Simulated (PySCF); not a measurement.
ClGaH₂O, SMILES [OH][GaH][Cl].

Geometry optimised at PBE0-D3(BJ)/def2-TZVP. The values are those of a single conformer.

All values below come from PBE0/def2-TZVPD (PySCF).

Symmetry labels are those of the subgroup Cs that the program uses (full group Cs).

Task: List the valence orbital energies around the gap with their symmetry. (The exact figures need the calculation; the answer reports its results.)

Result: 
```csv
orbital,symmetry,energy (eV)
HOMO−7,A',-22.25
HOMO−6,A',-14.30
HOMO−5,A',-12.30
HOMO−4,A',-10.42
HOMO−3,A",-9.68
HOMO−2,A',-9.66
HOMO−1,A",-9.11
HOMO,A',-8.90
LUMO,A",-1.22
LUMO+1,A',-0.76
LUMO+2,A',0.06
LUMO+3,A',0.57
```
